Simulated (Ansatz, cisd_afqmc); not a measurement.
System: Cd, charge 0, singlet.

Total energies in def2-SVP, 12 correlated electrons, 4 frozen orbitals. Open shells are spin-unrestricted; no spin-orbit coupling. Correlated methods leave the cores frozen (noble-gas shells, and filled d and f shells in the p block). Past Kr the def2 sets carry scalar-relativistic core potentials. The Monte Carlo rows (phaseless AFQMC, CISD trial, step 0.005/hartree) carry one-sigma bars that omit the constraint's bias. Outlying blocks are dropped, and bars are widened where a walk drifts. Over all cases where full CI ran beside it in this data, AFQMC minus full CI had a median of +0.1 mEh and passed +0.4 mEh in a tenth of the cases.

```
method         program         energy (Eh)  minus CCSDTQ (mEh)
----------  ----------  ------------------  ------------------
HF              Ansatz          -166.84661              275.88
MP2             Ansatz          -167.12342               -0.93
CCSD            Ansatz          -167.11717                5.32
CCSD(T)         Ansatz          -167.12243                0.07
CCSDT(Q)        Ansatz          -167.12248                0.02
CCSDTQ          Ansatz          -167.12249                0.00
AFQMC/CISD  cisd_afqmc  -167.1225 ± 0.0002           0.0 ± 0.2
```

Ansatz is a quantum-chemistry and plane-wave program.
